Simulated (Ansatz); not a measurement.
```yaml
crystal:
  periodic: [false, false, false]
  atoms:
    - {symbol: Ca, position_ang: [-0.174044, -3.148425, -3.132935]}
    - {symbol: O, position_ang: [-0.200789, -3.242042, -1.081303]}
    - {symbol: Ca, position_ang: [0.361198, -3.349580, 1.093237]}
    - {symbol: O, position_ang: [-0.368394, -3.179805, 3.019216]}
    - {symbol: O, position_ang: [-0.199490, -1.096839, -3.213967]}
    - {symbol: Ca, position_ang: [-0.346241, -0.970654, -0.939819]}
    - {symbol: O, position_ang: [0.500425, -1.081948, 1.120403]}
    - {symbol: Ca, position_ang: [-0.224538, -1.110753, 3.230319]}
    - {symbol: Ca, position_ang: [0.312510, 1.096611, -3.317543]}
    - {symbol: O, position_ang: [0.385195, 1.125159, -1.055852]}
    - {symbol: Ca, position_ang: [0.933527, 1.125293, 1.114565]}
    - {symbol: O, position_ang: [0.020257, 1.132158, 3.228044]}
    - {symbol: O, position_ang: [-0.312374, 3.064350, -3.172207]}
    - {symbol: Ca, position_ang: [-0.247277, 3.263098, -1.098209]}
    - {symbol: O, position_ang: [0.093221, 3.276493, 1.133312]}
    - {symbol: Ca, position_ang: [-0.533185, 3.096885, 3.072748]}
basis:
  gaussian: {orbitals: def2-SVP}
magnetization: {spin_polarized: true, initial_magnetization: 2}
hamiltonian: {xc: pbe0, dispersion: d4}
scf: {omitted_lower_state_checks: [starts]}
output: {orbitals: {seedname: orbitals}}
```

```sh
$ ansatz run in.yaml --threads 4 --pin off --events-out ev --progress --plain --max-ram 6963MiB
```

Problem. Does this run fit into the memory that it is given?

Solution. No. It has 304 basis functions, and Ansatz plans for 8 GiB where 7 GiB are given.
